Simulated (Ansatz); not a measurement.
Calculated with Ansatz (gas phase, PBE0-D4/def2-TZVP geometries, no zero-point term in ΔE). CBS: MP2 limit from def2 TZ/QZ plus the TZ coupled-cluster correction, frozen cores. This one scheme is used for every species. For Br outer-core shells are correlated without core-valence functions, which leaves a few kJ/mol of doubt a bond. Scalar relativity is left out up to krypton. One conformer a species, not always the lowest.

Consider the hydrogenolysis of the Si–Cl bond: `CO[Si](O)(Cl)Br` + H₂ → `CO[SiH](O)Br` + HCl.

```json
{"species": "`CO[Si](O)(Cl)Br`", "CCSD(T)/CBS(def2) energy (Eh)": "-3513.18483"}
{"species": "H₂", "CCSD(T)/CBS(def2) energy (Eh)": "-1.17544"}
{"species": "`CO[SiH](O)Br`", "CCSD(T)/CBS(def2) energy (Eh)": "-3053.94794"}
{"species": "HCl", "CCSD(T)/CBS(def2) energy (Eh)": "-460.38127"}
```

**Question.** Work out ΔE.

**Answer.** ΔE = (-3053.94794) + (-460.38127) − (-3513.18483) − (-1.17544) = 0.03106 Eh = +19.5 kcal/mol.

Largest T1 diagnostic among the species: 0.010.

The D4 term adds +3.0 kcal/mol with B3LYP and +1.6 kcal/mol with PBE0; it sums over pairs of atoms, weighted by their polarisabilities, and B3LYP, whose exchange is more repulsive, gets the larger term. In def2-TZVPP, CCSD(T) changes the Hartree–Fock value by +3.3 kcal/mol (the triples alone add +1.1 kcal/mol) and MP2 by +5.8 kcal/mol.

B3LYP here is the variant with VWN-RPA as its local correlation; programs differ in this.
